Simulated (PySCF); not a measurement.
## Basis and Hamiltonian dependence of the ionisation energy of Br²⁺

Br²⁺ [Ar] 3d10 4s2 4p3 (4S) → Br³⁺ [Ar] 3d10 4s2 4p2 (3P). Calculated with PySCF 2.14 from differences of total energies of unrestricted determinants, without spin-orbit coupling. Values in eV.

| basis | Hamiltonian | functions | UHF | LDA | PBE0 | MP2 (valence) | CCSD(T) (valence) | CCSD(T) (valence and next inner shell) |
| --- | --- | --- | --- | --- | --- | --- | --- | --- |
| cc-pVDZ-PP with ECP10MDF | ECP | 23 | 34.613 | 35.175 | n/a | 34.968 | 34.920 | n/a |
| aug-cc-pVDZ-PP with ECP10MDF | ECP | 32 | 34.625 | 35.187 | 35.155 | 34.984 | 34.939 | n/a |
| cc-pVTZ-PP with ECP10MDF | ECP | 39 | 34.623 | n/a | 35.141 | 35.149 | 35.139 | n/a |
| cc-pVTZ-DK | spin-free X2C | 43 | 34.654 | 35.309 | 35.237 | 35.173 | 35.163 | n/a |
| def2-TZVP | non-relativistic | 48 | 34.592 | n/a | 35.187 | 35.115 | 35.100 | n/a |
| aug-cc-pVTZ-PP with ECP10MDF | ECP | 55 | 34.637 | 35.186 | 35.152 | 35.167 | 35.157 | n/a |
| x2c-TZVPPall with one added diffuse shell each of s, p, d type | spin-free X2C | 57 | 34.646 | 35.313 | 35.237 | 35.169 | n/a | 35.203 |
| aug-cc-pVTZ-DK | spin-free X2C | 59 | 34.655 | 35.312 | 35.238 | 35.177 | 35.167 | n/a |
| aug-cc-pVTZ-PP with one added diffuse shell each of s, d, f type with ECP10MDF | ECP | 68 | 34.637 | 35.186 | 35.152 | 35.168 | 35.158 | n/a |
| aug-cc-pVQZ-PP with ECP10MDF | ECP | 89 | 34.633 | 35.183 | 35.147 | 35.208 | 35.195 | n/a |
| dyall-av2z | non-relativistic | 92 | 34.519 | 35.192 | 35.116 | 34.918 | 34.862 | n/a |
| aug-cc-pwCVTZ-PP with ECP10MDF | ECP | 96 | 34.625 | 35.174 | 35.138 | 35.168 | 35.158 | n/a |
| x2c-QZVPPall | spin-free X2C | 97 | 34.644 | 35.304 | 35.229 | 35.209 | 35.198 | n/a |
| aug-cc-pV5Z-PP with ECP10MDF | ECP | 136 | 34.632 | 35.183 | 35.148 | 35.227 | n/a | n/a |

Extrapolation of CCSD(T) (valence) from aug-cc-pVTZ-PP with ECP10MDF and aug-cc-pVQZ-PP with ECP10MDF: the correlation parts are 0.519 and 0.562 eV; with the X⁻³ form and unrounded values, (4³ × 0.562 − 3³ × 0.519)/(4³ − 3³) = 0.593 eV, and adding the Hartree-Fock value 34.633 eV of the larger basis gives 35.227 eV.

Frozen in the all-electron rows: valence: [Ar] 3d10; valence and next inner shell: [Ne]; with a core potential, the same shells as far as they lie outside it.

Non-relativistic rows lack the scalar-relativistic shift.

Between the lowest levels the reference is 34.871 ± 0.019 eV (measured; NIST Atomic Spectra Database, ionization energies); it includes spin-orbit coupling, which these numbers lack.
